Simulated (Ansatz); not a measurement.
This geometry of C$_{4}$H$_{11}$NSi (17 atoms, charge 0, multiplicity 1) is a first-order saddle point.

Level of theory: Ansatz 0.2.0, RKS PBE0-D4/def2-SVP.

```xyz
17
Properties=species:S:1:pos:R:3
C -0.226 -1.920 0.304
C 0.402 -0.738 0.132
C 1.894 -0.639 0.273
N -0.303 0.441 -0.126
C 0.333 1.592 -0.741
Si -2.020 0.519 0.239
H 0.334 -2.804 0.610
H -1.301 -2.044 0.149
H 2.298 -1.590 0.643
H 2.388 -0.428 -0.689
H 2.181 0.161 0.975
H 0.369 2.464 -0.065
H -0.192 1.906 -1.659
H 1.364 1.360 -1.035
H -2.277 -0.012 1.608
H -2.384 1.965 0.153
H -2.878 -0.234 -0.732
```

(1) Which two structures does it join? (They come from a converged band through this point; their orientation in space is the band's.)

(2) How far does it lie above each of them?

Answers

(1) No bond is made or broken. The dihedral Si6–N4–C5–H14 goes from 127 to -111°. The two ends are copies of one structure, up to a mirror image or an exchange of like atoms.

First end point:

```xyz
17
Properties=species:S:1:pos:R:3
C -0.321 -1.909 0.259
C 0.356 -0.762 0.055
C 1.854 -0.757 -0.051
N -0.284 0.480 -0.024
C 0.360 1.567 -0.732
Si -1.925 0.647 0.577
H 0.213 -2.847 0.412
H -1.413 -1.950 0.289
H 2.248 -1.769 0.106
H 2.193 -0.414 -1.041
H 2.305 -0.087 0.699
H -0.268 2.467 -0.675
H 0.515 1.342 -1.803
H 1.339 1.829 -0.296
H -2.023 0.060 1.945
H -2.205 2.113 0.605
H -2.961 -0.009 -0.285
```

Last end point:

```xyz
17
Properties=species:S:1:pos:R:3
C -0.213 -1.909 0.358
C 0.400 -0.723 0.170
C 1.890 -0.595 0.296
N -0.312 0.451 -0.104
C 0.354 1.542 -0.786
Si -2.036 0.512 0.219
H 0.361 -2.785 0.660
H -1.289 -2.044 0.219
H 2.329 -1.556 0.589
H 2.356 -0.288 -0.654
H 2.164 0.160 1.051
H 1.227 1.916 -0.225
H -0.341 2.385 -0.898
H 0.697 1.262 -1.799
H -2.309 0.011 1.597
H -2.428 1.947 0.087
H -2.867 -0.286 -0.739
```

(2) 7.0 kJ/mol above the first and 7.0 kJ/mol above the second. This is the barrier of this one path; another mechanism may lie lower.

The run took 3.4 min on 2 threads of Arm Neoverse V1 (shared host), peak memory 0.42 GiB.
